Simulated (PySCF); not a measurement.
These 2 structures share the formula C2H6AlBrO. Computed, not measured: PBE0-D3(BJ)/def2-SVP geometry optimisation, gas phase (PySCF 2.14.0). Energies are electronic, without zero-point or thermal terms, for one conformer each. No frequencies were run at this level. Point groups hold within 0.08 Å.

Question: Order them by energy at this level, lowest first, and give relative energies in kcal/mol.
A. `[CH3:1][CH2:2][O:3][AlH:4][Br:5]` with C1–C2–O3–Al4 -92°, C2–O3–Al4–Br5 -4°
B. `[CH3:1][O:2][Al:3]([CH3:4])[Br:5]` with C1–O2–Al3–C4 179°

Answer: B (0.0), A (7.1).

| SMILES | E (Eh) | E rel (kcal/mol) | dipole (D) | point group | A, B, C (MHz) |
| --- | --- | --- | --- | --- | --- |
| C[O][Al]([CH3])[Br] | -2970.66680 | 0.0 | 1.21 | – | 2812, 1546, 1010 |
| CC[O][AlH][Br] | -2970.65553 | 7.1 | 0.95 | C1 | 4517, 1168, 989.1 |
